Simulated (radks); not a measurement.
Coulomb parameter of the 4d shell of the niobium ion Nb+ in the model configuration [Kr] 4d2.5 5p1.5, as a second difference U = [E(n + 0.25) + E(n - 0.25) - 2 E(n)] / (0.25)^2 with all orbitals relaxed. "Bare": the charge of the atom changes with n. "Screened": the 5p shell takes up the change at fixed total charge, which measures U(4d,4d) + U(5p,5p) - 2 U(4d,5p). All-electron calculation, scalar-relativistic Kohn-Sham, PBEsol, spin-unpolarised, spherical densities, finite nucleus; Fermi nuclear charge, rms radius 4.324 fm. Program: a radial shooting solver on a logarithmic mesh with Libxc functionals.

| case | configuration | E - E(n) (eV) |
|---|---|---|
| start | [Kr] 4d2.5 5p1.5 | 0.000 |
| bare +0.25 | [Kr] 4d2.75 5p1.5 | -3.225 |
| bare -0.25 | [Kr] 4d2.25 5p1.5 | 3.831 |
| screened +0.25 | [Kr] 4d2.75 5p1.25 | -1.512 |
| screened -0.25 | [Kr] 4d2.25 5p1.75 | 1.639 |

U(bare) = 9.697 eV, U(screened by 5p) = 2.031 eV, against the Slater integral F0(4d,4d) = 13.334 eV with frozen orbitals.
